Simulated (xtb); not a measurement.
SnCl4, SMILES [Cl][Sn]([Cl])([Cl])[Cl]. All values are semi-empirical tight-binding results from xtb (GFN2-xTB unless named), good for trends rather than for accurate numbers. Coordinates come from a GFN2-xTB optimisation. The isomer is the one that the SMILES or the coordinates give; other isomers of the formula were not compared.

Optimised geometry:

```xyz
5

Cl     1.3372    -1.3372    -1.3372
Sn     0.0000     0.0000     0.0000
Cl    -1.3372    -1.3372     1.3372
Cl    -1.3372     1.3372    -1.3372
Cl     1.3372     1.3372     1.3372
```
Charge 0, spin multiplicity 1.

For metal compounds this method's bond lengths and energies can be far off.

Q: Estimate the properties. (The exact figures need the calculation; the answer reports its results.)

A: 
- point group as xtb finds it: Td
- orbital gap: 2.65 eV
- zero-point energy: 2.4 kcal/mol
- G − E(el) at 298.15 K (modified RRHO): -19.1 kcal/mol

Computed atomic charges and the Wiberg bond orders between heavy atoms:
charges (e) Cl1 -0.12, Sn2 0.47, Cl3 -0.12, Cl4 -0.12, Cl5 -0.12. Bond orders Cl1–Sn2 0.80, Sn2–Cl3 0.80, Sn2–Cl4 0.80, Sn2–Cl5 0.80.
